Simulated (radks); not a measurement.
Removal energies from neutral ytterbium, [Xe] 4f14 6s2, by Delta-SCF beside the eigenvalue of the level emptied. All-electron calculation, non-relativistic Kohn-Sham, PBE, spin-polarised, spherical densities, point nucleus. Program: a radial shooting solver on a logarithmic mesh with Libxc functionals. Open shells are filled with parallel spins first.

removed from,final configuration,Delta-SCF (eV),-eigenvalue (eV)
6s,[Xe] 4f14 6s1,5.830,3.604
4f,[Xe] 4f13 6s2,15.436,7.547
5p,[Kr] 4d10 4f14 5s2 5p5 6s2,31.488,26.129
5s,[Kr] 4d10 4f14 5s1 5p6 6s2,51.523,45.686
